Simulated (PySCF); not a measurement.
## Structure elucidation problem

An unknown has the formula C₅H₇FO₃Si. Its calculated NMR data are:

1H NMR (300 MHz, computed): δ 8.19 (s, 1H), 6.62 (m, 1H), 6.56 (m, 1H), 5.36 (m, 1H), 4.60 (m, 1H), 4.47 (m, 1H), 4.25 (m, 1H).

13C{1H} NMR (computed): δ 166.9 (CH), 141.4 (C), 124.6 (CH2), 57.5 (CH), 57.4 (CH).

[PySCF 2.14: structure optimised with GFN2-xTB; σ from GIAO-PBE0/pcSseg-1; no relativistic terms; gas phase; single conformer]

Chemical shifts δ = σref − σ; 1H (σref 31.72), 13C (σref 186.93) vs TMS, all at this level.

Q: Which of these isomers gave the spectra?
A. C=C1[C@@H](OC=O)[C@@H]1O[SiH2]F
B. C=C1[C@@H](C(=O)O)[C@@H]1O[SiH2]F
C. CO[Si@@H]1CC(C(=O)O)=C1F

A: A. 

1. Rings plus π bonds: 3 (1 ring in the answer).
2. 5 carbon signals for 5 carbons: no two carbons are equivalent.
3. Carbon types of the structure: 1 × C, 3 × CH, 1 × CH2, leaving 2 H on heteroatoms.
4. δC 166.9: ester carbonyl carbon; lone-pair donation from the attached heteroatom keeps it upfield of a ketone carbonyl.
5. δC 141.4: fully substituted alkene carbon; as expected for a trigonal carbon in a double bond.
6. δC 124.6: terminal =CH2 carbon; the olefinic region.
7. δC 57.5, 57.4: three-membered-ring carbon; deshielded by the electronegative neighbour.
8. δH 6.62, 6.56: hydrogen on a terminal =CH2 carbon; a vinylic proton, deshielded by the sp2 carbon and the C=C anisotropy.

The others: C=C1[C@@H](C(=O)O)[C@@H]1O[SiH2]F would give 6 signals for carbon-bound and other non-exchanging H, not 7; CO[Si@@H]1CC(C(=O)O)=C1F would give 4 signals for carbon-bound and other non-exchanging H, not 7.

Splittings by 19F in the carbon and heteronuclear signals aren't shown, as no couplings were computed. Shifts are as computed. Against solution values, carbons near 30 ppm lie about +3 ppm off and those near 130 ppm about +5 ppm. Of 1211 compounds with measured shifts, 218 miss one by over three times the rms of a fit or turn the order of signals round; such compounds aren't used in these exercises. No couplings were computed; multiplicities are counted from neighbouring protons, with m where these are inequivalent, close in shift, in a saturated or five-membered ring or joined by F or P, and br s for small geminal =CH2 splittings.
